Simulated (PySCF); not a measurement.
Species: C6H15BSi.
Geometry (PBE0-D3(BJ)/def2-SVP, Å), atoms numbered from 1 in this order:
```
atom  x, y, z in Å
Si1    2.9159    0.3336   -0.7298
C2     1.5209    0.4149    0.5413
C3     0.1098    0.6122   -0.0217
C4    -0.2943   -0.4846   -1.0132
B5    -1.8221   -0.6053   -1.3310
C6    -2.8696    0.0213   -0.3555
C7    -2.3175    1.0904    0.5868
C8    -0.9237    0.7454    1.1005
H9     4.2374    0.4592   -0.0391
H10    2.9194   -0.9526   -1.4936
H11    2.7875    1.4567   -1.7125
H12    1.7674    1.2391    1.2343
H13    1.5574   -0.5088    1.1485
H14    0.1042    1.5726   -0.5732
H15   -0.0723   -1.4837   -0.5705
H16    0.3174   -0.4689   -1.9321
H17   -2.1897   -1.2923   -2.2630
H18   -3.7933    0.3387   -0.8675
H19   -3.1878   -0.8720    0.2296
H20   -2.9999    1.2612    1.4360
H21   -2.2643    2.0549    0.0504
H22   -0.9588   -0.2028    1.6710
H23   -0.5864    1.5164    1.8132
```

NICS is the negative of the GIAO shielding at a point without a nucleus: at the ring centre (0) and 1 Å above and below it (1); zz is the component along the ring normal. Level: GIAO PBE0/pcSseg-1 (PySCF, non-relativistic, gas phase) on the PBE0-D3(BJ)/def2-SVP geometry, one conformer.

Ring bond lengths (Å), with Mayer bond orders in brackets: C3–C4 1.533 (1.00), C4–B5 1.565 (1.01), B5–C6 1.563 (1.01), C6–C7 1.528 (1.04), C7–C8 1.525 (1.04), C8–C3 1.531 (1.01).

Question: What do the NICS probes read (ppm)?

Answer: 
```tsv
ring	type	NICS(0)	NICS(1), two faces	NICS(1)zz, two faces	rms pucker (Å)	centre to ring atoms, mean (Å)
C3–C4–B5–C6–C7–C8	6-membered ring with B; formal bonds all single	1.8	-2.0 / -0.5	3.1 / 3.6	0.20	1.51
```

Question: What can be read from them?

Answer: 
- C3–C4–B5–C6–C7–C8: mean NICS(1)zz 3.4 ppm, deshielded. C3, C4, C6, C7, C8 have four or more neighbours, and the NICS criterion for π rings isn't applied.

Question: What is the mean of the two in-plane components of NICS at the first NICS(1) probe listed for ring C3–C4–B5–C6–C7–C8, 1 Å off the ring?

Answer: The isotropic value is a third of the trace: (3 × -2.0 − (3.1))/2 = -4.5 ppm.

Question: List the ring angles and the Hirshfeld charges of the ring atoms.

Answer: 
- C3–C4–B5–C6–C7–C8: C3 111.0° (-0.020 e), C4 116.4° (-0.140 e), B5 119.8° (+0.174 e), C6 115.0° (-0.140 e), C7 112.3° (-0.067 e), C8 112.9° (-0.068 e); sum 687.4° against 720° for a flat convex ring.

Question: What are the shieldings of the ring atoms and their hydrogens in the same run (means over atoms taken as equivalent)?

Answer: 
```json
{"atoms": "C3", "environment": "sp3 CH carbon", "σ isotropic (ppm)": "149.2"}
{"atoms": "C4", "environment": "sp3 carbon bound to boron", "σ isotropic (ppm)": "147.0"}
{"atoms": "B5", "environment": "three-coordinate boron", "σ isotropic (ppm)": "13.6"}
{"atoms": "C6", "environment": "sp3 carbon bound to boron", "σ isotropic (ppm)": "154.2"}
{"atoms": "C7", "environment": "ring CH2 carbon", "σ isotropic (ppm)": "158.6"}
{"atoms": "C8", "environment": "ring CH2 carbon", "σ isotropic (ppm)": "143.2"}
{"atoms": "H14", "environment": "methine hydrogen", "σ isotropic (ppm)": "29.93"}
{"atoms": "H15", "environment": "methylene hydrogen", "σ isotropic (ppm)": "30.96"}
{"atoms": "H16", "environment": "methylene hydrogen", "σ isotropic (ppm)": "29.04"}
{"atoms": "H17", "environment": "B–H hydrogen", "σ isotropic (ppm)": "23.68"}
{"atoms": "H18", "environment": "methylene hydrogen", "σ isotropic (ppm)": "29.19"}
{"atoms": "H19", "environment": "methylene hydrogen", "σ isotropic (ppm)": "30.53"}
{"atoms": "H20", "environment": "methylene hydrogen", "σ isotropic (ppm)": "29.46"}
{"atoms": "H21", "environment": "methylene hydrogen", "σ isotropic (ppm)": "29.81"}
```

The list is cut; further classes of hydrogen are left out.

Question: How do the values depend on the level or the medium?

Answer: 
```
                 level  NICS(0), C3–C4–B5–C6–C7–C8  mean NICS(1)zz, C3–C4–B5–C6–C7–C8
    PBE0/pcSseg-1, gas                         1.8                                3.4
mPW1PW91/pcSseg-1, gas                         1.7                                3.3
```

The geometry is the same throughout.
